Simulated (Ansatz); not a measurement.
H5NSSi2, SMILES `N[SiH]1[SiH2]S1`, relaxed with RKS PBE-D4/def2-SVP in Ansatz 0.2.0 from a rough embedded geometry. The force threshold is 0.03 eV/Å; the program also tests the step.

Charge 0, multiplicity 1.

Start:

```xyz
9

N     1.379   -1.055    0.448
Si   -0.010   -0.241    0.722
Si   -0.673    1.509   -0.489
S    -0.960   -0.436   -1.107
H     1.457   -1.253   -0.582
H     1.328   -2.047    0.799
H    -0.857   -0.923    1.735
H    -1.980    2.174   -0.152
H     0.316    2.272   -1.374
```

Task: How much energy does the relaxation release, and in how many steps? (Estimate.)

Result: The calculation gave: 1.14 eV, in 7 steps.

Task: Which bonds change most? (Best estimate.)

Result: Ansatz gave: Si2–S4 from 2.070 to 2.202 Å; Si3–S4 from 2.061 to 2.190 Å; N1–Si2 from 1.634 to 1.733 Å; Si2–Si3 from 2.229 to 2.262 Å.

Task: Give the relaxed structure. (Best estimate.)

Result: The calculation gave: 
```xyz
9

N     1.374   -1.162    0.506
Si   -0.209   -0.456    0.528
Si   -0.723    1.471   -0.539
S    -1.529   -0.444   -1.234
H     2.017   -0.915   -0.251
H     1.469   -2.153    0.749
H    -0.896   -0.936    1.769
H    -1.740    2.460   -0.042
H     0.237    2.136   -1.486
```
